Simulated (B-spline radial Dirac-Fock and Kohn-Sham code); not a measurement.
**Sr³⁴⁺: scattering cross sections and density moments**

System: Sr³⁴⁺ in the configuration 1s2 2s2.

Model: Dirac-Fock densities. Program: a B-spline atomic structure program.

- Sum of ⟨r⟩: 0.3978 bohr
- Sum of ⟨r²⟩: 0.06409 bohr²
- Sum of ⟨1/r⟩: 97.344 per bohr
- Langevin diamagnetic susceptibility: -0.0508 × 10⁻⁶ cm³/mol
- Lamb shielding (α²/3)Σ⟨1/r⟩: 1728 ppm

Coherent scattering is the Thomson cross section weighted by f₀², without anomalous dispersion; incoherent scattering is Klein-Nishina weighted by S. The Lamb formula is the non-relativistic shielding expression. Electron correlation is left out. A dash stands where the photon energy is too low for the impulse approximation behind that column.

```
hν (keV)  coherent (b)  incoherent (b)  incoherent per electron (b)
       2         10.61               –                            –
       5         10.44               –                            –
      10         9.883               –                            –
 17.4793         8.618          0.4379                        0.109
      20         8.142          0.5268                        0.132
     100         1.899           1.346                        0.337
     500        0.1368           1.102                        0.276
    1000       0.03601          0.8297                        0.207
```

Incoherent scattering overtakes coherent scattering between 100 and 500 keV.

Values without a named source are computed, but for edge energies of neutral atoms, which are taken from tables.
